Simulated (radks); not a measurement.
Isoelectronic series with 15 electrons, each ion in its NIST ground configuration. Calculated with a radial shooting solver on a logarithmic mesh with Libxc functionals: scalar-relativistic Kohn-Sham, r2SCAN, spin-polarised, spherical densities, finite nucleus; open shells are filled with parallel spins first (spin-orbit coupling, left out, can overturn this in heavy ions); meta-GGA in the generalised Kohn-Sham scheme; Fermi nuclear charge, rms radius of each element as measured or else 0.836 A^(1/3) + 0.57 fm. Total energies (hartree) and mean radii <r> (bohr) (* marks an orbital that is empty in some or all of the ions):

P: configuration [Ne] 3s2 3p3; E (hartree) -342.10912; 3p down* 2.372; 3p up 2.308; 3s down 1.923; 3s up 1.905; 2p down 0.4845
Cl2+: configuration [Ne] 3s2 3p3; E (hartree) -460.25761; 3p down* 1.618; 3p up 1.585; 3s down 1.459; 3s up 1.440; 2p down 0.4057
K4+: configuration [Ne] 3s2 3p3; E (hartree) -597.04069; 3p down* 1.254; 3p up 1.234; 3s down 1.181; 3s up 1.167; 2p down 0.3488
Sc6+: configuration [Ne] 3s2 3p3; E (hartree) -752.48604; 3p down* 1.031; 3p up 1.017; 3s down 0.9955; 3s up 0.9846; 2p down 0.3058
V8+: configuration [Ne] 3s2 3p3; E (hartree) -926.66306; 3p down* 0.8774; 3p up 0.8679; 3s down 0.8615; 3s up 0.8529; 2p down 0.2722
Mn10+: configuration [Ne] 3s2 3p3; E (hartree) -1119.66374; 3p down* 0.7650; 3p up 0.7578; 3s down 0.7598; 3s up 0.7529; 2p down 0.2451
Co12+: configuration [Ne] 3s2 3p3; E (hartree) -1331.59721; 3p down* 0.6786; 3p up 0.6730; 3s down 0.6798; 3s up 0.6741; 2p down 0.2229
Cu14+: configuration [Ne] 3s2 3p3; E (hartree) -1562.58719; 3p down* 0.6100; 3p up 0.6055; 3s down 0.6150; 3s up 0.6103; 2p down 0.2044
Ga16+: configuration [Ne] 3s2 3p3; E (hartree) -1812.77124; 3p down* 0.5541; 3p up 0.5503; 3s down 0.5615; 3s up 0.5575; 2p down 0.1886
As18+: configuration [Ne] 3s2 3p3; E (hartree) -2082.30084; 3p down* 0.5076; 3p up 0.5044; 3s down 0.5165; 3s up 0.5130; 2p down 0.1751
Br20+: configuration [Ne] 3s2 3p3; E (hartree) -2371.34138; 3p down* 0.4683; 3p up 0.4656; 3s down 0.4780; 3s up 0.4750; 2p down 0.1633
Rb22+: configuration [Ne] 3s2 3p3; E (hartree) -2680.07223; 3p down* 0.4346; 3p up 0.4323; 3s down 0.4447; 3s up 0.4421; 2p down 0.1530
Nb26+: configuration [Ne] 3s2 3p3; E (hartree) -3357.39395; 3p down* 0.3798; 3p up 0.3780; 3s down 0.3900; 3s up 0.3880; 2p down 0.1357
Tc28+: configuration [Ne] 3s2 3p3; E (hartree) -3726.41766; 3p down* 0.3572; 3p up 0.3556; 3s down 0.3673; 3s up 0.3655; 2p down 0.1284
Rh30+: configuration [Ne] 3s2 3p3; E (hartree) -4115.99934; 3p down* 0.3371; 3p up 0.3357; 3s down 0.3469; 3s up 0.3453; 2p down 0.1218
Ag32+: configuration [Ne] 3s2 3p3; E (hartree) -4526.39846; 3p down* 0.3190; 3p up 0.3178; 3s down 0.3285; 3s up 0.3271; 2p down 0.1159
In34+: configuration [Ne] 3s2 3p3; E (hartree) -4957.88944; 3p down* 0.3028; 3p up 0.3017; 3s down 0.3119; 3s up 0.3106; 2p down 0.1104
Sb36+: configuration [Ne] 3s2 3p3; E (hartree) -5410.76882; 3p down* 0.2881; 3p up 0.2871; 3s down 0.2968; 3s up 0.2956; 2p down 0.1054
I38+: configuration [Ne] 3s2 3p3; E (hartree) -5885.35164; 3p down* 0.2746; 3p up 0.2738; 3s down 0.2829; 3s up 0.2819; 2p down 0.1009
